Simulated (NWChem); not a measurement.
System: SiH3S2F; SMILES [SiH](F)(S)S

The following NWChem deck was run.

```
start job
memory heap 200 mb stack 900 mb global 1100 mb
geometry units angstroms noautoz
  Si    -0.442214    -0.441657    -0.010611
  F     -1.865635     0.327527     0.132529
  S      0.694598     0.213966    -1.678134
  S      0.751243     0.055816     1.675660
  H     -0.790288    -1.877539    -0.148821
  H      0.131145    -0.677223    -2.524284
  H     -0.306005     0.077306     2.518880
end
basis spherical
  Si library 6-311g**
  F library 6-311g**
  S library 6-311g**
  H library 6-311g**
end
dft
  xc xtpss03 ctpss03
  iterations 150
  mulliken
end
task dft energy
```

The geometry was optimised at PBE0/def2-SVP.

Task: Predict the main results of this run. (TPSS/6-311G** (spherical d).) Quantities: basis functions; energy (Ha); highest occupied level (eV); orbital gap (eV); dipole (D).

Result: The number of basis functions comes out as 114. The energy (Ha) comes out as -1187.77, the highest occupied level (eV) is -6.86 and the orbital gap (eV) is 5.94. The dipole (D) is 1.72.
